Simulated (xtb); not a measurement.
Input file for xtb: GFN-FF on C8H8 (SMILES C=Cc1ccccc1).

```
$ xtb mol.xyz --gfnff --sp --chrg 0 --uhf 0
16

C     -2.76781457    -0.74748665    -0.28796967
C     -1.89966516     0.26587362    -0.15799435
C     -0.43566390     0.17940350    -0.03017582
C      0.26322081    -1.04373935    -0.02926182
C      1.65027855    -1.07457627     0.09440049
C      2.37693929     0.11562595     0.22044852
C      1.70004115     1.33700572     0.22147113
C      0.30978589     1.36561602     0.09739974
H     -3.84029181    -0.55899421    -0.37516117
H     -2.45127950    -1.79369571    -0.31270011
H     -2.29755874     1.28712983    -0.14201707
H     -0.28581578    -1.98237777    -0.12654264
H      2.17217854    -2.03473378     0.09275535
H      3.46484664     0.08801064     0.31717679
H      2.25627359     2.27247136     0.31929084
H     -0.21547501     2.32456708     0.09867980
```

Output:

```
[...]
           -------------------------------------------------
          |                Calculation Setup                |
           -------------------------------------------------



          ==================== Thresholds ====================
          CN  :   150.00000
          rep :   500.00000
          disp:  2500.00000
          HB1 :   250.00000
          HB2 :   450.00000

          Pauling EN used:
          Z : 1  EN :  2.20
          Z : 6  EN :  2.55
          electric field strengths (au): 0.000

           -------------------------------------------------
          |           Force Field Initialization            |
           -------------------------------------------------

          distances ...
          ----------------------------------------
          generating topology and atomic info file ...
          pair mat ...
          computing topology distances matrix with Floyd-Warshall algo ...
          making topology EEQ charges ...
          #fragments for EEQ constrain: 1
          ----------------------------------------
          generating topology and atomic info file ...
          pair mat ...
          computing topology distances matrix with Floyd-Warshall algo ...
          making topology EEQ charges ...
          #fragments for EEQ constrain: 1
          rings ...
          # BATM   118
          # H in HB   8
          doing iterative Hueckel for 1 subsystem(s) ...

  atom   neighbors  erfCN metchar sp-hybrid imet pi  qest     coordinates
    1  C       3    2.78   0.00         2    0    1  -0.057   -5.230412   -1.412545   -0.544184
    2  C       3    2.79   0.00         2    0    1  -0.034   -3.589847    0.502428   -0.298566
    3  C       3    2.81   0.00         2    0    1  -0.013   -0.823285    0.339023   -0.057024
    4  C       3    2.81   0.00         2    0    1  -0.034    0.497415   -1.972382   -0.055297
    5  C       3    2.80   0.00         2    0    1  -0.034    3.118574   -2.030655    0.178391
    6  C       3    2.81   0.00         2    0    1  -0.035    4.491764    0.218501    0.416587
    7  C       3    2.80   0.00         2    0    1  -0.034    3.212612    2.526575    0.418520
    8  C       3    2.81   0.00         2    0    1  -0.034    0.585410    2.580640    0.184059
    9  H       1    0.97   0.00         0    0    0   0.035   -7.257100   -1.056346   -0.708952
   10  H       1    0.97   0.00         0    0    0   0.035   -4.632247   -3.389594   -0.590918
   11  H       1    0.97   0.00         0    0    0   0.034   -4.341757    2.432323   -0.268373
   12  H       1    0.97   0.00         0    0    0   0.035   -0.540114   -3.746151   -0.239131
   13  H       1    0.97   0.00         0    0    0   0.034    4.104823   -3.845090    0.175282
   14  H       1    0.97   0.00         0    0    0   0.034    6.547611    0.166316    0.599377
   15  H       1    0.97   0.00         0    0    0   0.034    4.263739    4.294348    0.603372
   16  H       1    0.97   0.00         0    0    0   0.035   -0.407189    4.392795    0.186478

          #atoms :   16
          #bonds :   16
          #angl  :   24
          #tors  :   40
          #nmol  :   1
          #optfrag :   1
           -------------------------------------------------
          |                   G F N - F F                   |
          |          A general generic force-field          |
          |                  Version 1.0.3                  |
           -------------------------------------------------
          Number of HB bonds (bound hydrogen)     1092
          Number of HB bonds (unbound hydrogen)   252
          Number of XB bonds                      0

 E+G (total)                   0 d,  0 h,  0 min,  0.000 sec
Note: The following floating-point exceptions are signalling: IEEE_UNDERFLOW_FLAG IEEE_DENORMAL
normal termination of xtb
 distance/D3 list               ...        0 min,  0.000 sec (  0.386%)
 non bonded repulsion           ...        0 min,  0.000 sec ( 10.041%)
 dCN                            ...        0 min,  0.000 sec (  3.222%)
 EEQ energy and q               ...        0 min,  0.000 sec (  7.585%)
 D3                             ...        0 min,  0.000 sec (  8.089%)
 EEQ gradient                   ...        0 min,  0.000 sec (  1.719%)
 bonds                          ...        0 min,  0.000 sec (  5.562%)
 bend and torsion               ...        0 min,  0.000 sec (  8.373%)
 bonded ATM                     ...        0 min,  0.000 sec (  5.662%)
 HB/XB (incl list setup)        ...        0 min,  0.000 sec ( 46.784%)

         :::::::::::::::::::::::::::::::::::::::::::::::::::::
         ::                     SUMMARY                     ::
         :::::::::::::::::::::::::::::::::::::::::::::::::::::
         :: total energy              -3.129664869874 Eh    ::
         :: gradient norm              0.036922149668 Eh/a0 ::
         ::.................................................::
         :: bond energy               -3.297581768493 Eh    ::
         :: angle energy               0.002012699393 Eh    ::
         :: torsion energy             0.000000001111 Eh    ::
         :: repulsion energy           0.184205205923 Eh    ::
         :: electrostat energy        -0.005934942048 Eh    ::
         :: dispersion energy         -0.009572030823 Eh    ::
         :: HB energy                 -0.000019568589 Eh    ::
         :: XB energy                  0.000000000000 Eh    ::
         :: bonded atm energy         -0.002774466347 Eh    ::
         :: external energy            0.000000000000 Eh    ::
         :: add. restraining           0.000000000000 Eh    ::
         :: total charge              -0.000000000000 e     ::
         :::::::::::::::::::::::::::::::::::::::::::::::::::::

           -------------------------------------------------
          |                Property Printout                |
           -------------------------------------------------

molecular dipole:
                 x           y           z       tot (Debye)
 q only:       -0.049      -0.017      -0.005       0.132

           -------------------------------------------------
          | TOTAL ENERGY               -3.129664869874 Eh   |
          | GRADIENT NORM               0.036922149668 Eh/α |
           -------------------------------------------------
########################################################################
[WARNING] Runtime exception occurred
-1- gfnff_setup: Could not read topology file.
########################################################################

------------------------------------------------------------------------
------------------------------------------------------------------------
 total:
 SCF:
```

The run finished.

Cost: about 0.04 core-seconds (a rough figure).
